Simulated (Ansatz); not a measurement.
C$_{2}$H$_{6}$N, charge -1, singlet, at a GFN2-xTB geometry (a gas-phase anion, which may not be bound at this level), atoms displaced at random by about 0.1 Å a coordinate; PBE0/def2-SV(P) in Ansatz (a program for electronic structure).

Here is a job for Ansatz.
Ansatz 0.2 input:
```yaml
crystal:
  periodic: [false, false, false]
  atoms:
    - {symbol: C, position_ang: [0.09568593, -0.25450394, 1.21869151]}
    - {symbol: N, position_ang: [-0.08011086, 0.71178806, 0.01198248]}
    - {symbol: C, position_ang: [0.03760769, -0.13831165, -1.31214516]}
    - {symbol: H, position_ang: [0.12899691, 0.45444305, 1.99765358]}
    - {symbol: H, position_ang: [-1.08605095, -0.71842820, 1.40429124]}
    - {symbol: H, position_ang: [0.90281864, 1.00813202, 0.30182316]}
    - {symbol: H, position_ang: [0.80307077, -1.08354028, -1.12736108]}
    - {symbol: H, position_ang: [0.04392781, 0.38374737, -1.97150158]}
    - {symbol: H, position_ang: [-1.04403072, -0.66911518, -1.09567857]}
basis:
  gaussian:
    orbitals: def2-SV_P_.json
hamiltonian:
  xc: pbe0
total_charge: -1
relax: {f_tol: 0.0005}
```
The basis file holds def2-SV(P) in the JSON format of the Basis Set Exchange.

The log (banner, timings and long lists left out):

```
Functional definition: PBE0
700 factors; integrals over basis functions are off by at most 3.5e-4 eV
mean field evaluation 1: about -3645.4368 eV, gradient 2.8e1 eV
mean field evaluation 2: about -3644.7053 eV, gradient 3.2e1 eV
mean field evaluation 4: about -3647.5578 eV, gradient 1.6e0 eV
mean field evaluation 8: about -3647.5583 eV, gradient 3.8e-2 eV
mean field -3647.55828580 eV, -134.0452945994 hartree, gradient 7.0e-5 eV, S^2 0.000000; 0 other end points of the search recorded, 0 dependent functions left out
the calculation of the forces begins
reference -3647.55830796 eV, -134.0452954138 hartree; 13, 13 occupied and 41, 41 virtual orbitals, 700 factors
relax step   1: F+E_penalty+E_count = -3647.55828580 eV  Δ(F+E_penalty+E_count) = +0.000e0 eV  max|allowed force component| = 2.047e1 eV/Å  Δτ_max = 0.0000 Å  (24 SCF iters, accepted)
these checks for a lower state are left out or cut short: starts, cluster_reference, orbital_swaps, neighbouring_geometries, increment
700 factors; integrals over basis functions are off by at most 3.4e-4 eV
mean field evaluation 16: about -3650.6841 eV, gradient 4.7e-1 eV
mean field -3650.67919853 eV, -134.1599860266 hartree, gradient 8.8e-5 eV, S^2 0.000000; 0 other end points of the search recorded, 0 dependent functions left out
the calculation of the forces begins
reference -3650.67922110 eV, -134.1599868563 hartree; 13, 13 occupied and 41, 41 virtual orbitals, 700 factors
relax step   2: F+E_penalty+E_count = -3650.67919853 eV  Δ(F+E_penalty+E_count) = -3.121e0 eV  max|allowed force component| = 3.862e0 eV/Å  Δτ_max = 0.1967 Å  (29 SCF iters, accepted)
these checks for a lower state are left out or cut short: starts, cluster_reference, orbital_swaps, neighbouring_geometries, increment
700 factors; integrals over basis functions are off by at most 3.3e-4 eV
mean field -3651.00425126 eV, -134.1719314941 hartree, gradient 1.2e-5 eV, S^2 0.000000; 0 other end points of the search recorded, 0 dependent functions left out
the calculation of the forces begins
reference -3651.00427404 eV, -134.1719323314 hartree; 13, 13 occupied and 41, 41 virtual orbitals, 700 factors
relax step   3: F+E_penalty+E_count = -3651.00425126 eV  Δ(F+E_penalty+E_count) = -3.251e-1 eV  max|allowed force component| = 1.599e0 eV/Å  Δτ_max = 0.1999 Å  (28 SCF iters, accepted)
these checks for a lower state are left out or cut short: starts, cluster_reference, orbital_swaps, neighbouring_geometries, increment
700 factors; integrals over basis functions are off by at most 3.3e-4 eV
mean field evaluation 32: about -3651.0878 eV, gradient 1.4e-4 eV
mean field -3651.08780928 eV, -134.1750021949 hartree, gradient 1.4e-5 eV, S^2 0.000000; 0 other end points of the search recorded, 0 dependent functions left out
the calculation of the forces begins
reference -3651.08783203 eV, -134.1750030308 hartree; 13, 13 occupied and 41, 41 virtual orbitals, 700 factors
relax step   4: F+E_penalty+E_count = -3651.08780928 eV  Δ(F+E_penalty+E_count) = -8.356e-2 eV  max|allowed force component| = 3.956e-1 eV/Å  Δτ_max = 0.1133 Å  (26 SCF iters, accepted)
these checks for a lower state are left out or cut short: starts, cluster_reference, orbital_swaps, neighbouring_geometries, increment
700 factors; integrals over basis functions are off by at most 3.3e-4 eV
mean field -3651.09630032 eV, -134.1753142348 hartree, gradient 8.1e-5 eV, S^2 0.000000; 0 other end points of the search recorded, 0 dependent functions left out
the calculation of the forces begins
reference -3651.09632313 eV, -134.1753150730 hartree; 13, 13 occupied and 41, 41 virtual orbitals, 700 factors
relax step   5: F+E_penalty+E_count = -3651.09630032 eV  Δ(F+E_penalty+E_count) = -8.491e-3 eV  max|allowed force component| = 8.440e-2 eV/Å  Δτ_max = 0.0318 Å  (24 SCF iters, accepted)
these checks for a lower state are left out or cut short: starts, cluster_reference, orbital_swaps, neighbouring_geometries, increment
700 factors; integrals over basis functions are off by at most 3.3e-4 eV
mean field -3651.09724942 eV, -134.1753491136 hartree, gradient 7.8e-5 eV, S^2 0.000000; 0 other end points of the search recorded, 0 dependent functions left out
the calculation of the forces begins
reference -3651.09727229 eV, -134.1753499539 hartree; 13, 13 occupied and 41, 41 virtual orbitals, 700 factors
relax step   6: F+E_penalty+E_count = -3651.09724942 eV  Δ(F+E_penalty+E_count) = -9.491e-4 eV  max|allowed force component| = 4.575e-2 eV/Å  Δτ_max = 0.0243 Å  (24 SCF iters, accepted)
these checks for a lower state are left out or cut short: starts, cluster_reference, orbital_swaps, neighbouring_geometries, increment
700 factors; integrals over basis functions are off by at most 3.3e-4 eV
mean field -3651.09739221 eV, -134.1753543610 hartree, gradient 1.7e-5 eV, S^2 0.000000; 0 other end points of the search recorded, 0 dependent functions left out
the calculation of the forces begins
reference -3651.09741510 eV, -134.1753552021 hartree; 13, 13 occupied and 41, 41 virtual orbitals, 700 factors
relax step   7: F+E_penalty+E_count = -3651.09739221 eV  Δ(F+E_penalty+E_count) = -1.428e-4 eV  max|allowed force component| = 1.725e-2 eV/Å  Δτ_max = 0.0056 Å  (21 SCF iters, accepted)
these checks for a lower state are left out or cut short: starts, cluster_reference, orbital_swaps, neighbouring_geometries, increment
700 factors; integrals over basis functions are off by at most 3.3e-4 eV
mean field -3651.09745252 eV, -134.1753565772 hartree, gradient 1.6e-5 eV, S^2 0.000000; 0 other end points of the search recorded, 0 dependent functions left out
the calculation of the forces begins
reference -3651.09747541 eV, -134.1753574187 hartree; 13, 13 occupied and 41, 41 virtual orbitals, 700 factors
relax step   8: F+E_penalty+E_count = -3651.09745252 eV  Δ(F+E_penalty+E_count) = -6.031e-5 eV  max|allowed force component| = 2.049e-2 eV/Å  Δτ_max = 0.0077 Å  (22 SCF iters, accepted)
these checks for a lower state are left out or cut short: starts, cluster_reference, orbital_swaps, neighbouring_geometries, increment
700 factors; integrals over basis functions are off by at most 3.3e-4 eV
mean field -3651.09748083 eV, -134.1753576176 hartree, gradient 1.1e-5 eV, S^2 0.000000; 0 other end points of the search recorded, 0 dependent functions left out
the calculation of the forces begins
reference -3651.09750374 eV, -134.1753584598 hartree; 13, 13 occupied and 41, 41 virtual orbitals, 700 factors
relax step   9: F+E_penalty+E_count = -3651.09748083 eV  Δ(F+E_penalty+E_count) = -2.831e-5 eV  max|allowed force component| = 9.371e-3 eV/Å  Δτ_max = 0.0076 Å  (23 SCF iters, accepted)
these checks for a lower state are left out or cut short: starts, cluster_reference, orbital_swaps, neighbouring_geometries, increment
700 factors; integrals over basis functions are off by at most 3.3e-4 eV
mean field evaluation 64: about -3651.0973 eV, gradient 1.9e-1 eV
mean field -3651.09748889 eV, -134.1753579139 hartree, gradient 7.9e-6 eV, S^2 0.000000; 0 other end points of the search recorded, 0 dependent functions left out
the calculation of the forces begins
reference -3651.09751182 eV, -134.1753587566 hartree; 13, 13 occupied and 41, 41 virtual orbitals, 700 factors
relax step  10: F+E_penalty+E_count = -3651.09748889 eV  Δ(F+E_penalty+E_count) = -8.063e-6 eV  max|allowed force component| = 2.838e-3 eV/Å  Δτ_max = 0.0058 Å  (22 SCF iters, accepted)
these checks for a lower state are left out or cut short: starts, cluster_reference, orbital_swaps, neighbouring_geometries, increment
700 factors; integrals over basis functions are off by at most 3.3e-4 eV
mean field -3651.09748928 eV, -134.1753579283 hartree, gradient 2.4e-5 eV, S^2 0.000000; 0 other end points of the search recorded, 0 dependent functions left out
the calculation of the forces begins
reference -3651.09751221 eV, -134.1753587710 hartree; 13, 13 occupied and 41, 41 virtual orbitals, 700 factors
relax step  11: F+E_penalty+E_count = -3651.09748928 eV  Δ(F+E_penalty+E_count) = -3.901e-7 eV  max|allowed force component| = 9.622e-4 eV/Å  Δτ_max = 0.0013 Å  (18 SCF iters, accepted)
these checks for a lower state are left out or cut short: starts, cluster_reference, orbital_swaps, neighbouring_geometries, increment
700 factors; integrals over basis functions are off by at most 3.3e-4 eV
mean field -3651.09748940 eV, -134.1753579327 hartree, gradient 2.0e-5 eV, S^2 0.000000; 0 other end points of the search recorded, 0 dependent functions left out
the calculation of the forces begins
reference -3651.09751233 eV, -134.1753587754 hartree; 13, 13 occupied and 41, 41 virtual orbitals, 700 factors
relax step  12: F+E_penalty+E_count = -3651.09748940 eV  Δ(F+E_penalty+E_count) = -1.200e-7 eV  max|allowed force component| = 2.875e-4 eV/Å  Δτ_max = 0.0002 Å  (16 SCF iters, accepted)
700 factors; integrals over basis functions are off by at most 3.3e-4 eV
mean field -3651.09748940 eV, -134.1753579327 hartree, gradient 2.0e-5 eV, S^2 0.000000; 1 other end points of the search recorded, 0 dependent functions left out
the calculation of the forces begins
reference -3651.09751233 eV, -134.1753587754 hartree; 13, 13 occupied and 41, 41 virtual orbitals, 700 factors
Total energy: -3651.09751233 eV, -134.1753587754 hartree
Atom 0 at     0.071134    -0.290757     1.294380 Å, force    -0.000154    -0.000232    -0.000010 eV/Å
Atom 1 at     0.005642     0.615544     0.067293 Å, force     0.000220     0.000287    -0.000164 eV/Å
Atom 2 at    -0.032381    -0.186235    -1.117889 Å, force     0.000091    -0.000056     0.000079 eV/Å
Atom 3 at     0.033678     0.450148     2.148895 Å, force     0.000009     0.000120    -0.000035 eV/Å
Atom 4 at    -0.981337    -0.707296     1.348183 Å, force     0.000035    -0.000115     0.000100 eV/Å
Atom 5 at     0.911863     1.089895     0.049314 Å, force    -0.000225    -0.000148    -0.000069 eV/Å
Atom 6 at     0.704324    -1.041746    -1.108674 Å, force    -0.000055     0.000047    -0.000022 eV/Å
Atom 7 at     0.121939     0.427213    -2.035568 Å, force    -0.000003    -0.000002     0.000037 eV/Å
Atom 8 at    -1.032948    -0.662556    -1.218179 Å, force     0.000082     0.000098     0.000083 eV/Å
Dipole moment:    -0.058690     0.381556    -0.851193 e Å
```
